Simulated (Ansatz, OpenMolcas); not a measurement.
Worked example: the enthalpy of formation of SiF3 (SMILES F[Si](F)F)

SiF3: 4 atoms, total charge 0, spin state doublet. As SMILES, `F[Si](F)F`. Geometry: relaxed at PBE0-D4/def2-TZVP.

```xyz
4

F     0.7849   -0.5070    1.1517
Si   -0.2828    0.2131    0.2343
F    -0.9943   -0.8922   -0.6443
F     0.4922    1.1862   -0.7416
```

Total energies at U-r2SCAN/aug-cc-pVDZ (OpenMolcas 26.06); the atoms run unrestricted:

```
species    state  energy (Eh)
   SiF3  doublet  -589.033526
      F  doublet   -99.696442
     Si  triplet  -289.339533
```

Harmonic wavenumbers at UPBE0-D4/def2-TZVP, in cm⁻¹: 284, 284, 403, 834, 962, 962.

Measured heats of formation of the gaseous atoms at 298.15 K, in kJ/mol: F 79.4, Si 450.0. Spin-orbit lowering of the atoms at 298 K (mean of the ground term's levels less their thermal mean, from spectra), in kJ/mol: F 1.29, Si 0.44. Take 1 Eh = 2625.50 kJ/mol, 1 cm⁻¹ = 0.0119627 kJ/mol, RT = 2.479 kJ/mol.

Question: Work out the heat of formation of the gas at 298 K.

Answer: 
1. Electronic atomisation energy: 3 × (-99.696442) + (-289.339533) − (-589.033526) = 0.604667 Eh = 1587.6 kJ/mol.
2. Zero-point energy: half the sum of the wavenumbers, 1864.5 cm⁻¹ = 22.3 kJ/mol.
3. Thermal vibrational enthalpy, Σ hcν̃/(exp(hcν̃/kT) − 1): 3.5 kJ/mol. Translation, rotation and pV of a non-linear molecule: 4 RT = 9.9 kJ/mol.
4. The 4 free atoms carry 5/2 RT each: 24.8 kJ/mol.
5. Spin-orbit coupling lowers the free atoms by 3 × 1.29 + 0.44 = 4.3 kJ/mol.
6. Atomisation enthalpy at 298 K: 1587.6 − 4.3 − 22.3 − 3.5 − 9.9 + 24.8 = 1572.4 kJ/mol.
7. Sum of the atoms' heats of formation: 688.2 kJ/mol. Heat of formation: 688.2 − 1572.4 = -884.2 kJ/mol.

No measured value is set beside it here. Anharmonicity and any spin-orbit splitting of the molecule are left out.
